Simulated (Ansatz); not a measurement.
Basis-set extrapolation for `FC#C[SiH3]` (PBE0-D4/def2-TZVP geometry, frozen core, the Gaussian-basis code of Ansatz). Multiplicity 1, RHF reference.

|  | def2-TZVPP | def2-QZVPP |
| --- | --- | --- |
| HF | -465.849275 | -465.865785 |
| MP2 correlation | -0.667235 | -0.719464 |
| CCSD(T) correlation | -0.721222 | not run |

Energies in hartree. Use E(X) = E(∞) + A·exp(−7.88·√X) for Hartree–Fock and E(X) = E(∞) + B·X^(−2.97) for correlation, with X = 3 and 4, and add CCSD(T) minus MP2 of the smaller set to the MP2 limit.

Problem. What is the CCSD(T) energy at the basis-set limit?

Solution. HF limit: -465.865785 + (-0.016510) × 0.13774 = -465.86806. MP2 limit: -0.719464 + (-0.052229) × 0.74074 = -0.75815. Higher-order term: -0.721222 − (-0.667235) = -0.05399. Total: -466.68020 hartree, 288.0 kJ/mol below CCSD(T)/def2-TZVPP.
